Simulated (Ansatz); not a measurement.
Species: FeF2 (charge 0, quintet). The spin state was set by rule; other spins were not relaxed. 
Structure (B3LYP-D3(BJ)/def2-TZVP (Ansatz, a program for electronic structure) minimum search):
SMILES: [F][Fe][F]
```xyz
3

Fe     0.0000     0.0000     0.0000
F      0.0000     0.0000     1.7587
F      0.0000     0.0000    -1.7587
```
Charge 0, spin multiplicity 5.

Parts of the frozen-core correlation energy in 6-31G* (Ansatz, hartree). Frozen orbitals: 11; correlated occupied orbitals by spin: 13 and 9; virtual: 42 and 46. UHF or UKS for open shells. Spin-orbit coupling is left out. No relativistic terms.

```csv
term,value
reference (HF),-1461.25818
MP2 opposite-spin,___
MP2 same-spin,___
CCSD correlation,___
(T),-0.00896
T1 diagnostic,0.023
largest doubles amplitude,0.036
<S^2> of the reference,6.011
```

Problem. Complete the blanks.

Solution. 
- MP2 opposite-spin, value: -0.31463
- MP2 same-spin, value: -0.15625
- CCSD correlation, value: -0.47933
